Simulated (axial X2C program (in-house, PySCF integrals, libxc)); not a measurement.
# Curves of GaTe by EOM-IP-CCSD

Calculated with an axial X2C code built on PySCF integrals: two-component X2C with atomic mean-field Coulomb and Gaunt terms, Gaussian nuclei, basis Te dyall-acv3z, Ga dyall-acv3z with contracted cores.

Energies in eV from the lowest point of the lowest state; states are followed by energy order within each Ω. Reference: GaTe⁻, 10 electrons correlated in 94 virtual spinors with an MP2 remainder; levels at this size can be off by some tenths of an eV. Masses 129.906 and 68.926 u.

```
R (Å)  (1)Ω=3/2  (1)Ω=1/2  (2)Ω=1/2  (3)Ω=1/2
2.286    0.8626    0.2779    1.3173    4.2895
2.386    0.4320    0.1282    0.9114    4.0368
2.485    0.1737    0.0920    0.6930    3.9590
2.597    0.0316    0.1213    0.6209    4.0251
2.709    0.0000    0.1887    0.6795    4.2075
2.858    0.0724    0.3260    0.8674    4.5669
```

T1 of the reference reaches 0.029 (Lee–Taylor). Curves followed by order can swap character. Number of frozen shells: Te 4 s, 3 p, 2 d; Ga 3 s, 2 p, 1 d. Roots with under 60 % one-particle weight at any point are counted in the labels but not shown, and the list ends where the roots sought for some Ω run out; states that need a further excitation are missing and may lie low or lowest. Curves with a minimum but no constants failed the fit check.
